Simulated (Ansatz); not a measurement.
Frontier orbitals of C$_{2}$H$_{9}$GaSi, SMILES `C[SiH2][CH2][GaH2]`.

```xyz
13

C    -1.667    1.207   -0.947
Si   -0.027    0.332   -0.730
C     0.152   -0.468    0.950
Ga    1.864   -1.408    1.159
H    -1.788    1.994   -0.199
H    -1.737    1.665   -1.937
H    -2.497    0.505   -0.838
H     1.084    1.309   -0.929
H     0.120   -0.709   -1.790
H    -0.670   -1.179    1.082
H     0.068    0.312    1.713
H     3.119   -0.638    1.710
H     1.980   -2.923    0.756
```

The species carries charge 0 and has multiplicity 1. Correlated methods include outer-core shells of Ga, which these sets cover unevenly. Scalar relativity is left out up to krypton. The geometry is a stationary point of PBE0-D4/def2-TZVP. It is one conformer, not always the lowest. Basis def2-TZVPP, Ansatz 0.2.0.

Orbital energies of one run (eV). Highest occupied ones, from the top: -6.78, -7.09, -7.72, -7.74, -8.39, -9.83, -9.96, -10.43, -11.00, -12.25, -16.58, -17.41, -19.79, -19.83. Empty: -2.54, -0.27, 0.10, 0.41, 1.13, 1.25.

(1) Which functional gave them?
A. B3LYP
B. r2SCAN0
C. BHLYP
D. LDA (SPW92)

Answers

(1) D. HOMO energies: LDA (SPW92) -6.78, BHLYP -8.89, B3LYP -7.60, r2SCAN0 -7.99 eV.

B3LYP here is the variant with VWN-RPA as its local correlation; programs differ in this.
